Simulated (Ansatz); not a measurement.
C$_{2}$H$_{7}$AlSi. The species carries charge 0 and has multiplicity 1. The bonds changed during the relaxation, so this is another structure than the one it started from. Geometry: relaxed with PBE0-D4/def2-TZVP.

```xyz
11

Si    1.090   -0.509   -0.789
C     0.480    0.595    0.493
C    -0.661   -0.023    1.326
Al   -1.252    0.443   -0.452
H     1.864    0.104   -1.894
H     1.566   -1.902   -0.544
H    -0.361   -0.900   -1.374
H     1.060    1.432    0.866
H    -0.529   -1.030    1.717
H    -1.024    0.644    2.108
H    -2.233    1.147   -1.458
```

Q: What is the dipole moment at PBE/def2-TZVPP? (An estimate is asked.)

A: Computed: 0.38 D, with components (0.29, -0.01, -0.24) D in this frame, pointing from negative to positive charge.

Q: And with r2SCAN, B3LYP, ωB97M-V? (An estimate is asked.)

A: Ansatz gave: r2SCAN 0.43 D, B3LYP 0.49 D, ωB97M-V 0.56 D.

Q: Give the Mulliken charges with PBE, r2SCAN, B3LYP in def2-TZVPP. (Estimate.)

A: Ansatz gave: 
| atom | PBE | r2SCAN | B3LYP |
| --- | --- | --- | --- |
| Si1 | 0.24 | 0.36 | 0.32 |
| C2 | -0.17 | -0.26 | -0.22 |
| C3 | -0.28 | -0.29 | -0.32 |
| Al4 | 0.24 | 0.39 | 0.32 |
| H5 | -0.05 | -0.06 | -0.06 |
| H6 | -0.06 | -0.08 | -0.07 |
| H7 | -0.07 | -0.11 | -0.12 |
| H8 | 0.07 | 0.06 | 0.08 |
| H9 | 0.08 | 0.05 | 0.08 |
| H10 | 0.07 | 0.06 | 0.07 |
| H11 | -0.08 | -0.11 | -0.09 |

B3LYP here is the variant with VWN-RPA as its local correlation; programs differ in this.
